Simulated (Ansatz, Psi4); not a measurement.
# Exact exchange and the electronic atomisation energy of SnSe

SnSe has 2 atoms, charge 0, and is taken as a singlet. SMILES: `[Se][Sn]`. The shape is that of a PBE0-D4/def2-TZVP optimisation.

The electronic atomisation energy y, in eV, basis def2-TZVP with a core potential; a is the functional's share of exact exchange. Programs: Ansatz 0.2.0, Psi4 1.11.

| functional | program | a | y (eV) |
| --- | --- | --- | --- |
| TPSS | Psi4 | 0 | 4.83 |
| PBE | Psi4 | 0 | 4.93 |
| TPSSh | Psi4 | 0.1 | ? |
| B3LYP | Psi4 | 0.2 | 4.61 |
| PBE0 | Psi4 | 0.25 | 4.60 |
| r2SCAN0 | Ansatz | 0.25 | 4.45 |
| BHLYP | Psi4 | 0.5 | 4.21 |

Fit y = c + s·a to the known rows and predict TPSSh.


1. Means of the 6 rows: a = 0.2000, y = 4.605.
2. Σ(Δa)² = 0.175, Σ(Δa·Δy) = -0.2365, so the slope is -0.2365/0.175 = -1.3514.
3. Intercept: 4.605 − (-1.3514) × 0.2000 = 4.875. The largest residual of the fit is 0.087.
4. TPSSh: 4.875 + (-1.3514) × 0.1 = 4.74 eV.

The run gave 4.71 eV, so the prediction is off by +0.03 eV, within the largest residual. The rows mix families of semi-local functionals, which the line can't see. Spin-orbit coupling is left out.
